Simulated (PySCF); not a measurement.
## Bond curve of InAs

Set-up: PySCF, scalar-relativistic core potentials, basis sets In cc-pVTZ-PP with ECP28, As cc-pVTZ-PP with ECP10. Energies in eV from In + As in their ground configurations at the same level. State: ³Σ⁻ (triplet), unpaired electrons π ↑↑.

All columns are PBE0. A positive dipole means In(−)As(+).

```
R (Å)  E (eV)  μ (D)  Mulliken charge on In (basis-dependent)  HOMO (eV)  LUMO (eV)  Mayer bond order  ⟨S²⟩
2.368  -1.224  -0.11                                     0.02      -5.09      -3.61              1.27  2.01
2.479  -1.563  -0.63                                     0.10      -5.13      -3.39              1.20  2.01
2.589  -1.745  -1.15                                     0.17      -5.13      -3.20              1.15  2.01
2.671  -1.808  -1.54                                     0.22      -5.12      -3.06              1.11  2.01
2.754  -1.824  -1.92                                     0.25      -5.10      -2.94              1.07  2.01
2.837  -1.804  -2.29                                     0.28      -5.06      -2.83              1.04  2.01
2.947  -1.737  -2.77                                     0.31      -5.00      -2.71              1.01  2.01
3.084  -1.610  -3.34                                     0.33      -4.90      -2.59              0.97  2.02
3.250  -1.423  -3.95                                     0.34      -4.77      -2.49              0.94  2.03
3.470  -1.152  -4.59                                     0.34      -4.58      -2.44              0.88  2.07
```

A fit through these points gives, at Re = 2.746 Å, μ = -1.88 D and dμ/dR = -4.59 D/Å; the reduced mass is 45.35 u.

Problem. How strong is the fundamental in the double-harmonic approximation, I = 42.26·(dμ/dR)²/μred km/mol?

Solution. I = 42.26·(-4.59)²/45.35 = 19.6 km/mol at PBE0.

These are scalar-relativistic numbers at best; spin–orbit coupling would shift them, the dissociation energy most. The state was picked by a PBE0 search and need not be the measured ground state.
